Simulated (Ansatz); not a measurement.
`[NH2][Al]([F])[SiH3]` + `CC` → `C[CH2][Al]([NH2])[F]` + SiH₄  (formal exchange of groups at the Al–Si bond)

Computed with Ansatz on PBE0-D4/def2-TZVP structures; ΔE is electronic, products minus reactants. CCSD(T)/CBS is the MP2 limit (def2-TZVPP, def2-QZVPP) plus CCSD(T) − MP2 in def2-TZVPP, frozen cores. This one scheme is used for every species. DFT in def2-TZVPP. Each species was taken in one conformer, which may not be the lowest.

`[NH2][Al]([F])[SiH3]`:

Cartesian coordinates in Å:
```
N -1.354 -1.190 0.924
Al -0.565 0.349 0.604
F -1.115 1.666 1.440
Si 1.261 0.601 -0.990
H -1.105 -2.058 0.477
H -2.111 -1.333 1.573
H 0.890 1.532 -2.092
H 2.482 1.143 -0.333
H 1.617 -0.710 -1.603
```

`CC`:

Cartesian coordinates in Å:
```
C 0.698 -0.278 -0.109
C -0.698 0.278 0.109
H 0.709 -1.030 -0.901
H 1.401 0.509 -0.393
H 1.084 -0.751 0.798
H -0.709 1.030 0.901
H -1.401 -0.509 0.393
H -1.084 0.751 -0.797
```

`C[CH2][Al]([NH2])[F]`:

Cartesian coordinates in Å:
```
C -0.587 0.969 -1.157
C 0.320 1.119 0.065
Al 0.631 -0.522 1.065
N -0.071 -2.073 0.612
F 1.593 -0.513 2.412
H -0.728 1.919 -1.681
H -1.580 0.603 -0.883
H -0.175 0.262 -1.882
H -0.093 1.864 0.756
H 1.294 1.527 -0.230
H 0.070 -2.938 1.106
H -0.673 -2.217 -0.182
```

SiH₄:

Z-matrix (Å, degrees):
```
Si
H 1 1.485
H 1 1.485 2 109.5
H 1 1.485 2 109.5 3 -120.0
H 1 1.485 2 109.5 3 120.0
```

CCSD(T)/CBS gives +4.5 kcal/mol.

(1) Another level gave +5.6 kcal/mol. Which?
A. LC-ωPBE/def2-TZVPP
B. PBE/def2-TZVPP
C. CAM-B3LYP/def2-TZVPP
D. ωB97M-V/def2-TZVPP

Largest T1 diagnostic among the species: 0.013.

Answers

(1) A. LC-ωPBE 5.6, CAM-B3LYP 4.4, PBE 7.6, ωB97M-V 3.0 kcal/mol.

From BLYP to BHLYP (50 % exact exchange), in def2-TZVPP and without D4, ΔE moves by −1.0 kcal/mol. Leaving LDA and LC-ωPBE aside and taking each functional with its dispersion term where it has one, the values, not all of them listed here, spread over 4.1 kcal/mol, from ωB97M-V to PBE-D4. LDA lies −1.2 kcal/mol from PBE without D4.
